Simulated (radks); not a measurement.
Results of a calculation; reference values are marked as such.
Question: The germanium ion Ge8+ is in [Ar] 3d6. Level of theory: scalar-relativistic Kohn-Sham, r2SCAN, spin-polarised, spherical densities, finite nucleus; meta-GGA in the generalised Kohn-Sham scheme; Fermi nuclear charge, rms radius of each element as measured or else 0.836 A^(1/3) + 0.57 fm (a radial shooting solver on a logarithmic mesh with Libxc functionals). Open shells are filled with parallel spins first. One electron is removed from 3s, 2p, 3d, 3p in turn, with full relaxation. Which removal costs least, and what does each cost?

Answer: 3d 206.81 eV; 3p 298.00 eV; 3s 354.01 eV; 2p 1433.8 eV. The 3d electron leaves first.
